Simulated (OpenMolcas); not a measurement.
Ni7+: terms and fine structure

```json
{
  "Program": "OpenMolcas",
  "Method": "CASSCF",
  "Basis": "ANO-RCC-VTZP [6s5p3d2f1g]",
  "Scalar Hamiltonian": "DKH2, point nucleus",
  "Active space": "3 electrons in 5 orbitals (3d)",
  "State averaging": "2S+1 = 4 even, 10 roots; 2S+1 = 2 even, 40 roots kept (CI in the orbitals of an earlier block)",
  "Spin-orbit coupling": "state interaction with AMFI integrals over the reference wave functions, term energies averaged over their components"
}
```

Spin-free terms above the lowest, with the occupations of the reference:

```csv
Configuration,Term,E (cm⁻¹),Occupations
3d³,⁴F,0.0,3d 3.00
3d³,⁴P,27002,3d 3.00
3d³,²G,27789,3d 3.00
3d³,²P,36790,3d 3.00
3d³,²H,36790,3d 3.00
3d³,²D(1),40107,3d 3.00
3d³,²F,63792,3d 3.00
3d³,²D(2),100527,3d 3.00
```

With spin-orbit coupling, above the lowest level:

| Configuration | Term | J | E (cm⁻¹) | Measured (cm⁻¹) | g | Term weight % | Second |
| --- | --- | --- | --- | --- | --- | --- | --- |
| 3d³ | ⁴F | 3/2 | 0.0 | 0.0 | 0.400 | 100 |  |
| 3d³ | ⁴F | 5/2 | 979 | 1012 | 1.029 | 100 |  |
| 3d³ | ⁴F | 7/2 | 2278 | 2184 | 1.238 | 100 |  |
| 3d³ | ⁴F | 9/2 | 3841 | 3721 | 1.333 | 100 |  |
| 3d³ | ⁴P | 1/2 | 28222 | 23261 | 2.635 | 98 |  |
| 3d³ | ⁴P | 3/2 | 28477 | 23710 | 1.715 | 95 | 4 ²P |
| 3d³ | ²G | 7/2 | 29282 |  | 0.889 | 100 |  |
| 3d³ | ⁴P | 5/2 | 29786 | 24669 | 1.600 | 100 |  |
| 3d³ | ²G | 9/2 | 30475 |  | 1.103 | 95 | 5 ²H |
| 3d³ | ²P | 3/2 | 38438 |  | 1.182 | 64 | 31 ²D(1) |
| 3d³ | ²P | 1/2 | 38558 |  | 0.701 | 98 |  |
| 3d³ | ²H | 9/2 | 38842 |  | 0.918 | 95 | 5 ²G |
| 3d³ | ²H | 11/2 | 39649 |  | 1.091 | 100 |  |
| 3d³ | ²D(1) | 3/2 | 43037 |  | 0.971 | 68 | 31 ²P |
| 3d³ | ²D(1) | 5/2 | 43156 |  | 1.201 | 99 |  |
| 3d³ | ²F | 7/2 | 65869 |  | 1.143 | 100 |  |
| 3d³ | ²F | 5/2 | 66406 |  | 0.858 | 100 |  |
| 3d³ | ²D(2) | 5/2 | 102667 |  | 1.200 | 100 |  |
| 3d³ | ²D(2) | 3/2 | 103309 |  | 0.800 | 100 |  |

Against the 6 measured excited levels shown (Corliss and Sugar, J. Phys. Chem. Ref. Data 10, 197 (1981)) the mean absolute deviation is 2500 cm-1; the largest miss in energy is 3d³ ⁴P_5/2: computed 29786, measured 24669 cm⁻¹ (+20.7 %).

Spin-orbit coupling puts the lowest level 2313 cm⁻¹ below the lowest spin-free term.

A least-squares Racah fit to the terms below 60000 cm-1, each weighted by 2L + 1 and with a free common offset, gives B = 1800 cm-1 and C = 6863 cm-1 (C/B = 3.81), with an rms deviation of 0 cm-1.

For ⁴F the intervals divided by the larger J are 391.4, 371.2, 347.3 cm-1. Landé's interval rule makes them equal in pure LS coupling; they differ by 12 % of their mean. The multiplet is regular.

Without dynamic correlation excited terms often stand tens of per cent too high (terms of higher spin than the ground term too low), and those without a measured partner can miss by more than the paired ones. Terms from blocks run as CI alone lack orbitals of their own. Measured partners are found by configuration, term and J. A level has none where our copy of the source lacks it or the pairing is in doubt (some pairs that miss far off the trend of their configuration count as doubtful), and it then counts in no deviation. Only configurations of the active space appear.

The RASSCF and RASSI steps took 7.7 s on 1 thread of Arm Neoverse V2, on a shared host; the integral step is not counted.

The term weight is that of the spin-free term in the level, not the purity of its configuration. A number in round brackets counts repeated terms of one configuration in the order of the reference energies.
